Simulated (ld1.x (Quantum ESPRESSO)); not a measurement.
# An all-electron radial function and its pseudo partner (Bi (Z = 83))

Columns: radius, all-electron u(r) and pseudo u(r) of the 6p shell (level -4.57 eV) of bismuth in the configuration [Xe] 4f14 5d10 6s2 6p3; PBE, scalar-relativistic, TM scheme, ld1.x (Quantum ESPRESSO) 7.5.

```tsv
r (bohr)	all-electron	pseudo
0.100	-0.1004	0.0027
0.200	0.0124	0.0108
0.300	0.1793	0.0237
0.400	0.1062	0.0406
0.500	-0.0644	0.0608
0.600	-0.2074	0.0831
0.700	-0.2788	0.1069
0.800	-0.2799	0.1314
0.900	-0.2286	0.1568
1.000	-0.1449	0.1835
1.100	-0.0454	0.2123
1.200	0.0583	0.2443
1.300	0.1585	0.2806
1.400	0.2506	0.3219
1.500	0.3326	0.3679
1.600	0.4033	0.4172
1.700	0.4629	0.4667
1.800	0.5119	0.5124
1.900	0.5513	0.5513
2.000	0.5819	0.5819
2.100	0.6046	0.6046
2.200	0.6205	0.6205
2.300	0.6305	0.6305
2.400	0.6352	0.6352
2.500	0.6356	0.6356
2.600	0.6322	0.6322
```

(1) How many radial nodes do the two functions have?

(2) At about which radius was the pseudo-wave matched?

(3) Where does each function peak?

(4) Is the pseudo-wave norm-conserving?

Results:

(1) The all-electron 6p function has n − l − 1 = 4 (the table is too coarse to show those close to the nucleus); the pseudo-wave has 0, since the states of the same l below it are removed with the core.

(2) 2.00 bohr. The columns agree to 0.0005 from 1.80 bohr on; several derivatives are matched, so the curves merge somewhat inside the radius.

(3) Outermost all-electron maximum near 2.50 bohr, pseudo maximum near 2.50 bohr (to the table’s step).

(4) Yes: the TM scheme keeps the norm inside the radius equal to the all-electron one, which fixes the energy derivative of the logarithmic derivative at the level.
